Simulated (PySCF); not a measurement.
SeH: a composite coupled-cluster calculation

State: ²Π, doublet, unpaired electrons π ↑. De refers to H + Se. ROHF-based CCSD(T) in PySCF 2.14 with H aug-cc-pVTZ, Se aug-cc-pVTZ-PP with ECP10 and H aug-cc-pVQZ, Se aug-cc-pVQZ-PP with ECP10 (frozen core orbitals: 9; scalar-relativistic core potentials). Correlation energies are extrapolated as n⁻³ (n = 3, 4), Hartree–Fock as (n+1)·exp(−9√n). CV is the change on freezing 4 orbitals instead, in H cc-pVTZ, Se cc-pwCVTZ-PP with ECP10.

```json
{"Level": "CCSD(T)/TZ", "Re (Å)": "1.4713", "ωe (cm⁻¹)": "2404.6", "ωexe (cm⁻¹)": "42.6", "αe (cm⁻¹)": "0.219", "De (eV)": "3.284"}
{"Level": "CCSD(T)/QZ", "Re (Å)": "1.4696", "ωe (cm⁻¹)": "2413.1", "ωexe (cm⁻¹)": "42.5", "αe (cm⁻¹)": "0.219", "De (eV)": "3.337"}
{"Level": "HF/CBS", "Re (Å)": "1.4528", "ωe (cm⁻¹)": "2557.4", "ωexe (cm⁻¹)": "35.4", "αe (cm⁻¹)": "0.193", "De (eV)": "2.247"}
{"Level": "MP2/CBS", "Re (Å)": "1.4601", "ωe (cm⁻¹)": "2494.1", "ωexe (cm⁻¹)": "37.7", "αe (cm⁻¹)": "0.203", "De (eV)": "3.250"}
{"Level": "CCSD/CBS", "Re (Å)": "1.4665", "ωe (cm⁻¹)": "2437.7", "ωexe (cm⁻¹)": "41.1", "αe (cm⁻¹)": "0.214", "De (eV)": "3.324"}
{"Level": "CCSD(T)/CBS", "Re (Å)": "1.4693", "ωe (cm⁻¹)": "2416.8", "ωexe (cm⁻¹)": "42.2", "αe (cm⁻¹)": "0.217", "De (eV)": "3.369"}
{"Level": "CCSD(T)/CBS+CV", "Re (Å)": "1.4624", "ωe (cm⁻¹)": "2427.3", "ωexe (cm⁻¹)": "42.3", "αe (cm⁻¹)": "0.220", "De (eV)": "3.389"}
```

How much is left between CCSD(T)/QZ and the basis-set limit, and how much do the triples give at the limit?

CCSD(T)/CBS less CCSD(T)/QZ: -0.3 mÅ in Re, +3.7 cm⁻¹ in ωe and +0.032 eV in De. CCSD(T)/CBS less CCSD/CBS: +2.8 mÅ in Re, -20.9 cm⁻¹ in ωe and +0.045 eV in De.

What do the later terms add?

CV: -6.9 mÅ in Re, +10.5 cm⁻¹ in ωe and +0.020 eV in De, each against the row above.

The T1 diagnostic is 0.016. The state was picked by a PBE0 search and need not be the measured ground state. Spin–orbit coupling, excitations beyond (T) and corrections to the Born–Oppenheimer picture are left out.

The whole job (state search and all basis sets along the bond) took about 28 min on 4 threads of Arm Neoverse V1 (shared host), peak memory 14 GiB.
